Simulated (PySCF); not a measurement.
# Exercise with solution: refractive index and permittivity of the vapour

ScF3, SMILES [F][Sc]([F])[F].

Geometry: B3LYP-D3(BJ)/def2-SVP. The isomer is the one that the SMILES or the coordinates give; other isomers of the formula were not compared.

PBE/def2-TZVPD (PySCF) gives a mean static polarisability of 30.7 bohr³ and a dipole moment of 0.00 D. Take an ideal gas at 298.15 K and 1 bar, whether or not the substance is that volatile.

Task: Work out n − 1 in the optical limit and the static ε − 1.

Result: 
Polarisability volume α' = 30.7 × 0.148185 = 4.55 Å³. Number density N = p/kT = 2.43e-5 Å⁻³.
Dilute limit of Lorentz–Lorenz: n − 1 = 2π N α' = 0.00069.
Orientation term of Debye: μ²/(3kT) = 8.098 Å³ × μ²(D²) = 0.00 Å³.
ε − 1 = 4π N (α' + μ²/3kT) = 0.0014. With no permanent dipole, ε equals n² in this model. Vibrational polarisation and dispersion are left out.
